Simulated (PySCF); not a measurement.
# A run, input to output

The script drives PySCF SCF with an in-house response code with single-precision fitted integrals, so total energies wander by about 1e-6 Eh between cycles (the fitting error itself is about 1e-3 Eh and cancels in differences); atoms count from 0. Kgrid is the grid level of the response kernel; vcut the energy (Eh) above which virtual orbitals leave the response; delta the states run by ΔSCF (the anion only where the lumo is low enough to bind); pop asks for populations, which are stored and not printed; grid is the SCF grid level (2 if not given).

The basis has no diffuse functions, so the polarisability comes out too low.

Job and coordinates (Å):

```
{"job": {"kind": "uv", "basis": "def2-SVP", "grid": 1, "kgrid": 0, "vcut": 1.5, "nstates": 6, "ntriplets": 2, "tda": true, "delta": ["ip_vertical"], "pop": true, "xc": "wB97X-D"}, "charge": 0, "multiplicity": 1}
Ca    -1.055290    -3.286095    -3.287033
O     -1.240655    -3.466682    -1.125404
Ca    -1.149828    -3.317492     1.087001
O     -1.043123    -3.330030     3.329756
O     -1.241075    -1.124476    -3.467205
Ca    -1.195762    -1.086996    -1.087563
O     -1.399629    -1.113918     1.114069
Ca    -1.150483    -1.087170     3.317912
Ca    -1.150185     1.087898    -3.317609
O     -1.400694     1.114521    -1.113898
Ca    -1.196455     1.087710     1.087808
O     -1.242745     1.125120     3.466989
O     -1.043625     3.331063    -3.329223
Ca    -1.150888     3.318086    -1.086762
O     -1.241813     3.467846     1.125632
Ca    -1.057206     3.286984     3.287421
O      1.043727    -3.328834    -3.330073
Ca     1.150461    -3.316984    -1.087170
O      1.241763    -3.466264     1.125277
Ca     1.055952    -3.286525     3.287041
Ca     1.150357    -1.086109    -3.317557
O      1.399601    -1.113093    -1.113823
Ca     1.195796    -1.086906     1.087932
O      1.240598    -1.124742     3.467623
O      1.240910     1.126404    -3.466713
Ca     1.195700     1.088541    -1.087055
O      1.398743     1.114800     1.114766
Ca     1.149208     1.087698     3.318350
Ca     1.055465     3.288155    -3.286240
O      1.241118     3.467585    -1.124350
Ca     1.149095     3.318594     1.088053
O      1.041829     3.330274     3.331057
```

Command:

```bash
OMP_NUM_THREADS=8 python large_run.py task.json out
```

Q: What does the program print?

A: 
```
start: PBE on a coarse grid of 51930 points
cycle   1  E = -12036.7220094195  dE =  7.792e+00  |g| = 3.998e+00  |ddm| = 1.097e+01
cycle   2  E = -11966.1303920420  dE =  7.059e+01  |g| = 1.312e+01  |ddm| = 1.505e+02
cycle   3  E = -12039.7153802094  dE = -7.358e+01  |g| = 1.279e+00  |ddm| = 1.503e+02
cycle   4  E = -12038.8922011562  dE =  8.232e-01  |g| = 2.481e+00  |ddm| = 4.787e+00
cycle   5  E = -12040.1082035874  dE = -1.216e+00  |g| = 5.150e-01  |ddm| = 2.385e+00
cycle   6  E = -12040.1508634981  dE = -4.266e-02  |g| = 3.060e-01  |ddm| = 1.013e+00
cycle   7  E = -12040.1653352165  dE = -1.447e-02  |g| = 1.637e-01  |ddm| = 3.436e-01
cycle   8  E = -12040.1705855776  dE = -5.250e-03  |g| = 5.007e-02  |ddm| = 1.927e-01
cycle   9  E = -12040.1710341898  dE = -4.486e-04  |g| = 2.067e-02  |ddm| = 8.708e-02
cycle  10  E = -12040.1711286905  dE = -9.450e-05  |g| = 4.024e-03  |ddm| = 3.984e-02
final grid: 178909 points
cycle  11  E = -12044.6800478716  dE = -4.162e-02  |g| = 3.666e-01  |ddm| = 1.067e+00
cycle  12  E = -12044.6499247129  dE =  3.012e-02  |g| = 5.357e-01  |ddm| = 1.152e+00
cycle  13  E = -12044.7046810426  dE = -5.476e-02  |g| = 3.394e-02  |ddm| = 5.437e-01
cycle  14  E = -12044.7048481042  dE = -1.671e-04  |g| = 2.321e-02  |ddm| = 6.422e-02
cycle  15  E = -12044.7049517416  dE = -1.036e-04  |g| = 2.716e-03  |ddm| = 3.223e-02
cycle  16  E = -12044.7049549867  dE = -3.245e-06  |g| = 1.190e-03  |ddm| = 9.044e-03
cycle  17  E = -12044.7049565936  dE = -1.607e-06  |g| = 6.585e-04  |ddm| = 2.745e-03
cycle  18  E = -12044.7049619790  dE = -5.385e-06  |g| = 1.565e-04  |ddm| = 1.039e-03
cycle  19  E = -12044.7049537040  dE =  8.275e-06  |g| = 3.496e-05  |ddm| = 5.461e-04
converged SCF energy = -12044.7049537040
Vertical ionisation energy (delta-SCF) = 7.3223 eV   <S^2> = 0.768

Static polarisability (au): isotropic 349.849, principal 301.914 373.813 373.820

Singlet excitations
state   eV       nm        f      main configurations
  1   4.5665    271.5   0.07878   H->L 0.35, H-1->L+1 0.17, H-2->L+2 0.17
  2   4.5824    270.6   0.07528   H-1->L 0.32, H->L+1 0.21, H-6->L+1 0.14
  3   4.5827    270.5   0.07494   H-2->L 0.31, H->L+2 0.21, H-6->L+2 0.13
  4   4.6157    268.6   0.00000   H-6->L 0.24, H-2->L+2 0.18, H-1->L+1 0.17
  5   4.6600    266.1   0.00000   H-3->L 0.37, H-4->L+1 0.10, H-5->L+2 0.10
  6   4.6882    264.5   0.01615   H-4->L 0.30, H-3->L+1 0.17, H-7->L+1 0.14

Triplet excitations (Tamm-Dancoff, eV): 4.4918 4.5085
```

Q: Roughly how long does this take on 8 threads of Arm Neoverse N1 (shared host), and how large is the basis?

A: About 9.8 min of wall time, peak memory 5.7 GiB; 608 basis functions and 3344 fitting functions.
